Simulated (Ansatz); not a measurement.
System: boron oxyfluoride, sum formula BOF, charge 0, multiplicity 1. 
Coordinates optimised at B3LYP-D3(BJ)/def2-TZVP (Ansatz, a program for electronic structure):
```xyz
3

F      0.0000     0.0000    -1.1989
B      0.0000     0.0000     0.0871
O      0.0000     0.0000     1.2943
```

Total electronic energies in hartree. Valence correlation only, unless marked. Spin-orbit coupling is left out. No relativistic terms. CBS(X,Y): correlation extrapolated as X^-3; Hartree-Fock from the larger set.

```json
[
 {"level": "HF/STO-3G", "program": "Ansatz", "energy (Eh)": "-196.32783"},
 {"level": "SVWN5/def2-TZVPD", "program": "Ansatz", "energy (Eh)": "-198.65923"},
 {"level": "r2SCAN/def2-TZVPD", "program": "Ansatz", "energy (Eh)": "-199.99815"},
 {"level": "BHLYP-D3(BJ)/def2-TZVPD", "program": "Ansatz + dftd3", "energy (Eh)": "-200.01065"},
 {"level": "B2PLYP-D4/def2-TZVPD", "program": "Ansatz + dftd4", "energy (Eh)": "-199.97810"},
 {"level": "RI-MP2/CBS(aug-cc-pVTZ,aug-cc-pVQZ)", "program": "Ansatz", "energy (Eh)": "-199.8271"},
 {"level": "SCS-MP2/cc-pVDZ", "program": "Ansatz", "energy (Eh)": "-199.51232"},
 {"level": "SCS-MP2/cc-pVTZ", "program": "Ansatz", "energy (Eh)": "-199.70969"},
 {"level": "CCSD(T)/CBS(aug-cc-pVTZ,aug-cc-pVQZ)", "program": "Ansatz", "energy (Eh)": "-199.8409"}
]
```

Totals of different functionals don't rank their quality; only differences between species are comparable.
